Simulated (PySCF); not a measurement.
**Relaxation of singlet CSe2**

Method: B3LYP in PySCF with C def2-TZVP, Se def2-TZVP; no relativity; density-fitted integrals. A (50,194) grid was used.

A hand-made bent start, of C2v symmetry, held to at least that symmetry:

```xyz
3
charge 0 multiplicity 1, angstrom
C     0.0000    0.0000   -0.9283
Se    1.4253    0.0000    0.0697
Se   -1.4253    0.0000    0.0697
```

Problem. What forces act on the atoms at the start (eV/Å)?

Solution. 
```
atom     Fx    Fy     Fz
  C1   0.00  0.00   4.47
 Se2   4.14  0.00  -2.23
 Se3  -4.14  0.00  -2.23
```

Problem. What does it relax to?

Solution. It ends at D∞h with C–Se 1.697 Å (×2); Se–C–Se 180.0°. A frequency run shows a minimum. Other isomers or separated fragments may lie lower.

Problem. How much energy is released, and in how many steps?

Solution. 299.4 kJ/mol in 7 steps.

The relaxation took 14 s on 4 threads of a shared Arm Neoverse V2 host, with 127 basis functions and 8 gradients; the process peaked at 0.63 GiB. Launch command: `OMP_NUM_THREADS=4 python axn.py task.json out`.
